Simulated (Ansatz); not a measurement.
`C[Te]C(C)=S` + `O[AsH2]` → `C[Te][AsH]O` + `CC=S`  (ligand exchange at a Te–C bond)

Gas-phase electronic energies from Ansatz, PBE0-D4/def2-TZVP geometries. CCSD(T)/CBS is the MP2 limit (def2-TZVPP, def2-QZVPP) plus CCSD(T) − MP2 in def2-TZVPP, frozen cores. Functionals use def2-TZVPP. B3LYP here is the variant with VWN-RPA as its local correlation; programs differ in this. Elements past krypton have def2 core potentials. For As, Te outer-core shells are correlated without core-valence functions, which leaves a few kJ/mol of doubt a bond. Scalar relativity is left out up to krypton. One conformer a species, not always the lowest.

`C[Te]C(C)=S`:

```xyz
11

C     1.816    1.242    0.892
Te    0.595    1.001   -0.823
C    -0.641   -0.507   -0.040
C    -1.622   -0.996   -1.060
S    -0.547   -1.108    1.458
H     1.761    2.273    1.236
H     1.388    0.562    1.635
H     2.840    0.963    0.658
H    -1.812   -0.263   -1.848
H    -2.561   -1.271   -0.579
H    -1.215   -1.897   -1.532
```

`O[AsH2]`:

Cartesian coordinates in Å:
```
O 1.027 -0.250 -0.344
As -0.475 0.497 0.313
H 1.737 0.389 -0.249
H -1.377 0.084 -0.849
H -0.911 -0.719 1.128
```

`C[Te][AsH]O`:

Z-matrix (Å, degrees):
```
C
Te 1 2.144
H 1 1.087 2 109.6
H 1 1.088 2 108.0 3 121.1
H 1 1.089 2 107.6 3 -120.0
As 2 2.572 1 95.5 3 -73.5
O 6 1.806 2 101.3 1 -52.8
H 6 1.524 2 93.3 1 38.8
H 7 0.962 6 108.7 2 -88.8
```

`CC=S`:

Z-matrix (Å, degrees):
```
C
C 1 1.482
H 1 1.096 2 109.7
H 1 1.096 2 109.7 3 116.1
H 1 1.089 2 111.8 3 -122.0
S 2 1.608 1 126.2 3 122.0
H 2 1.094 1 114.7 3 -58.0
```

```json
{"level": "revPBE-D4", "ΔE (kJ/mol)": "-56.2", "difference from CCSD(T)/CBS": "6.9"}
{"level": "B3LYP-D4", "ΔE (kJ/mol)": "-67.5", "difference from CCSD(T)/CBS": "-4.4"}
{"level": "revPBE", "ΔE (kJ/mol)": "-66.0", "difference from CCSD(T)/CBS": "-2.9"}
{"level": "r2SCAN", "ΔE (kJ/mol)": "-60.3", "difference from CCSD(T)/CBS": "2.8"}
{"level": "r2SCAN0", "ΔE (kJ/mol)": "-67.7", "difference from CCSD(T)/CBS": "-4.6"}
{"level": "LC-ωPBE", "ΔE (kJ/mol)": "-71.0", "difference from CCSD(T)/CBS": "-7.9"}
{"level": "RPA@PBE/def2-TZVPP", "ΔE (kJ/mol)": "-54.2", "difference from CCSD(T)/CBS": "8.9"}
{"level": "HF/def2-SVP", "ΔE (kJ/mol)": "-91.2", "difference from CCSD(T)/CBS": "-28.1"}
{"level": "MP2/def2-SVP", "ΔE (kJ/mol)": "-61.3", "difference from CCSD(T)/CBS": "1.8"}
{"level": "CCSD/def2-SVP", "ΔE (kJ/mol)": "-72.2", "difference from CCSD(T)/CBS": "-9.1"}
{"level": "CCSD(T)/def2-SVP", "ΔE (kJ/mol)": "-67.0", "difference from CCSD(T)/CBS": "-3.9"}
{"level": "SCS-MP2/def2-TZVPP", "ΔE (kJ/mol)": "-59.5", "difference from CCSD(T)/CBS": "3.6"}
{"level": "CCSD(T)/def2-TZVPP", "ΔE (kJ/mol)": "-59.8", "difference from CCSD(T)/CBS": "3.3"}
{"level": "HF/def2-QZVPP", "ΔE (kJ/mol)": "-90.3", "difference from CCSD(T)/CBS": "-27.2"}
{"level": "MP2/def2-QZVPP", "ΔE (kJ/mol)": "-54.9", "difference from CCSD(T)/CBS": "8.2"}
{"level": "CCSD/CBS(def2)", "ΔE (kJ/mol)": "-69.5", "difference from CCSD(T)/CBS": "-6.4"}
{"level": "CCSD(T)/CBS", "ΔE (kJ/mol)": "-63.1", "difference from CCSD(T)/CBS": "0"}
```

Largest T1 diagnostic among the species: 0.016.

The D4 term adds +5.3 kJ/mol with B3LYP and +2.7 kJ/mol with PBE0; it sums over pairs of atoms, weighted by their polarisabilities, and B3LYP, whose exchange is more repulsive, gets the larger term. At CCSD(T), def2-SVP lies −3.9 kJ/mol from the extrapolated value and def2-TZVPP +3.3 kJ/mol.
